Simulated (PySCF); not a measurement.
Electron correlation in O²⁺ (oxygen, charge +2)

[He] 2s2 2p1 3d1, one real determinant (an excited configuration). All numbers are calculated (PySCF 2.14, no relativity, point nucleus, in aug-cc-pVQZ). Frozen: 1s2; 4 electrons correlated.

MP2 pair energies summed by pair of shells (mhartree):

```
 pair  energy  share (%)
2s-2s  -39.25       37.1
2s-3d  -37.67       35.6
2s-2p  -27.02       25.5
2p-3d   -1.92        1.8
```

Total MP2 correlation energy: -105.86 mhartree.

Same-spin part -9.78 and opposite-spin part -96.09 mhartree; SCS-MP2 scales them by 1/3 and 6/5 to -118.56 mhartree.

The reference is one real determinant that mixes LS terms of this configuration.
